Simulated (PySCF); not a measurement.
A side-by-side comparison of computed properties.

First species: trifluoroacetyl chloride, C2ClF3O.
SMILES: `O=C(Cl)C(F)(F)F`

Second species: C3H9NOSi.
SMILES: `C/N=C/CO[SiH3]`

Levels: CAM-B3LYP/def2-SVPD for dipole moment, HOMO energy, LUMO energy, HOMO–LUMO gap, static isotropic polarisability and electronic spatial extent ⟨r²⟩ about the centre of nuclear charge; TDDFT CAM-B3LYP/def2-SVPD for lowest singlet excitation; TDA CAM-B3LYP/def2-SVPD for lowest triplet excitation (Tamm–Dancoff); GFN2-xTB for rotational constant A and rotational constant C. Geometries: GFN2-xTB. All species are isolated and taken at one optimised geometry, non-relativistic unless stated. Electronic properties by PySCF.

Dipoles, sizes and rotational constants follow the conformer. The torsions of the flexible species, by atom-mapped SMILES:
- `[O:1]=[C:2]([Cl:3])[C:4]([F:5])([F:6])[F:7]`: O1–C2–C4–F5 -120°
- `[CH3:1]/[N:2]=[CH:3]/[CH2:4][O:5][SiH3:6]`: N2–C3–C4–O5 -149°, C3–C4–O5–Si6 173°

Values for the first species:

```
Dipole moment                                                     : 1.05 D
HOMO energy                                                       : -11.20 eV
LUMO energy                                                       : -1.35 eV
HOMO–LUMO gap                                                     : 9.85 eV
Lowest singlet excitation                                         : 4.88 eV
Lowest triplet excitation (Tamm–Dancoff)                          : 4.30 eV
Static isotropic polarisability                                   : 44.2 au
Electronic spatial extent ⟨r²⟩ about the centre of nuclear charge : 768 bohr²
Rotational constant A                                             : 3.356 GHz
Rotational constant C                                             : 1.476 GHz
```

Problem. Estimate the same properties for the second species, and the change in each.

Solution. 
```json
{"property": "dipole moment", "first": "1.05 D", "second": "0.69 D", "second less first": "-0.36 D"}
{"property": "HOMO energy", "first": "-11.20 eV", "second": "-8.71 eV", "second less first": "+2.49 eV"}
{"property": "LUMO energy", "first": "-1.35 eV", "second": "0.83 eV", "second less first": "+2.18 eV"}
{"property": "HOMO–LUMO gap", "first": "9.85 eV", "second": "9.54 eV", "second less first": "-0.31 eV"}
{"property": "lowest singlet excitation", "first": "4.88 eV", "second": "5.13 eV", "second less first": "+0.25 eV"}
{"property": "lowest triplet excitation (Tamm–Dancoff)", "first": "4.30 eV", "second": "4.33 eV", "second less first": "+0.03 eV"}
{"property": "static isotropic polarisability", "first": "44.2 au", "second": "76.5 au", "second less first": "+32.3 au"}
{"property": "electronic spatial extent ⟨r²⟩ about the centre of nuclear charge", "first": "768 bohr²", "second": "1278 bohr²", "second less first": "+510 bohr²"}
{"property": "rotational constant A", "first": "3.356 GHz", "second": "17.756 GHz", "second less first": "+14.400 GHz"}
{"property": "rotational constant C", "first": "1.476 GHz", "second": "0.905 GHz", "second less first": "-0.571 GHz"}
```

On the first: The vertical singlet–triplet gap S1 − T1 is 0.58 eV (TDDFT singlet less Tamm–Dancoff triplet; S1: HOMO→LUMO, weight 0.97; T1: HOMO→LUMO, weight 0.96). The polarisability is 6.55 Å³ as a volume (1 au = 0.148185 Å³), or 0.69 au for each of the 64 electrons.

On the second: The dipole equals about 2.3 × 10⁻³⁰ C·m (1 D = 3.33564 × 10⁻³⁰ C·m). The polarisability is 11.34 Å³ as a volume (1 au = 0.148185 Å³), or 1.37 au for each of the 56 electrons.
